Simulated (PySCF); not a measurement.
Computed NMR parameters against published values

Structure with atom numbers: `[NH2:1][c:2]1[cH:3][cH:4][cH:5][cH:6][n:7]1`. Hydrogens are named by the atom that carries them.

One computed conformer, gas phase, equivalent nuclei averaged, relativity neglected. Coordinates at the PBE0-D3(BJ)/def2-SVP level; σ from GIAO-PBE0/pcSseg-1; PySCF 2.14.0 with density-fitted response routines.

Reference values: estimated from measurements, as parent shift plus tabulated substituent increment (solution, not stated per compound (mostly CDCl3 or CCl4); Pretsch, Buehlmann, Badertscher, Structure Determination of Organic Compounds, 4th ed. (2009)).
| atoms | quantity | reference | computed | computed, scaled |
| --- | --- | --- | --- | --- |
| C2 | δ 13C | 158.2 | 161.3 | 155.3 |
| C6 | δ 13C | 148.2 | 155.1 | 149.3 |
| C4 | δ 13C | 137.7 | 143.0 | 137.6 |
| C5 | δ 13C | 114.0 | 116.9 | 112.3 |
| C3 | δ 13C | 108.6 | 108.6 | 104.4 |
| H(C6) | δ 1H | 8.05 | 8.18 | 7.98 |
| H(C4) | δ 1H | 7.38 | 7.41 | 7.24 |
| H(C5) | δ 1H | 6.62 | 6.47 | 6.35 |
| H(C3) | δ 1H | 6.49 | 6.21 | 6.10 |

Computed shifts are σ(ref) − σ with the named reference compound (TMS for H and C) calculated as an isolated molecule at the same level. The measured values may be among those fitted. Expected solution values come from regression of measured δ (H and C: mostly CDCl3, vs TMS) on computed σ: 13C (scatter 1.9 ppm rms, 2.3 ppm with the 23 outliers that the fit left out); 1H (scatter 0.21 ppm rms, 0.22 ppm with the 3 outliers that the fit left out). A few per cent of atoms miss by over 2 rms, more outside the fitted compound classes. Hydrogens on heteroatoms aren't scaled, only referred to computed TMS.

(1) How far are the unscaled 13C shifts from the references?

(2) How far are the unscaled 1H shifts from the references?

Answers

(1) Mean signed difference +3.64 ppm, mean absolute 3.64 ppm over 5 comparisons; the largest is +6.9 ppm at C6 (aromatic CH next to a ring nitrogen).

(2) Mean signed difference -0.07 ppm, mean absolute 0.15 ppm over 4 comparisons; the largest is -0.28 ppm at H(C3) (hydrogen on an aromatic CH).
